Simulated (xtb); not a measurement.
Si(NMe2)(SiH3) (C2H9NSi2), SMILES CN(C)[Si][SiH3] (connectivity only; charge and spin as stated), neutral, multiplicity 1. All values are semi-empirical tight-binding results from xtb (GFN2-xTB unless named), good for trends rather than for accurate numbers. Geometry optimised at GFN2-xTB. The values are those of a single conformer.

Computed properties:
```
Property                                         Result
----------------------------------------  -------------
point group as xtb finds it                          Cs
orbital gap                                     2.06 eV
dipole moment                                    2.38 D
zero-point energy                         65.5 kcal/mol
G − E(el) at 298.15 K (modified RRHO)     44.5 kcal/mol
static polarisability (D4 model)             98.1 bohr³
solvation energy, GFN2-xTB/ALPB(water)    -2.1 kcal/mol
solvation energy, GFN2-xTB/ALPB(benzene)  -3.6 kcal/mol
```
